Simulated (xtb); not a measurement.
cyclopentasilane (H₁₀Si₅), singlet, geometry from GFN2-xTB. Base run: GFN0-xTB (xtb 6.7.1).

The xtb input:
```
$ xtb mol.xyz --gfn 0 --json

# file mol.xyz
15

Si     0.89417552     1.27504538     1.23383194
Si     1.84705489    -0.65518290     0.32696139
Si     0.23760211    -1.69522418    -1.00879286
Si    -1.70023993    -0.39230054    -0.95029712
Si    -1.27859856     1.46770474     0.39832196
H      0.89674347     1.22968577     2.70132679
H      1.69637423     2.46618182     0.93006335
H      2.33852119    -1.55641725     1.37625952
H      3.05646552    -0.34046095    -0.44354549
H     -0.02599594    -3.06728188    -0.55816686
H      0.71891426    -1.87649521    -2.38377269
H     -2.84572076    -1.16314357    -0.45121847
H     -2.12116492     0.00564146    -2.29909414
H     -1.45003107     2.71786551    -0.35222064
H     -2.26402256     1.58382923     1.48001450
```

Each row names what was changed in the base input (with any setting that the change needs).

| change | ΔE vs base (kcal/mol) | HOMO-LUMO gap (eV) |
|---|---|---|
| base | 0.000 | 1.79 |
| etemp = 3000 | -1.31 | 1.79 |
| etemp = 10 | 0.000 | 1.79 |
| etemp = 1000 | 0.000 | 1.79 |
| etemp = 10000 | -82.9 | 1.79 |
| acc = 30 | 0.000 | 1.79 |
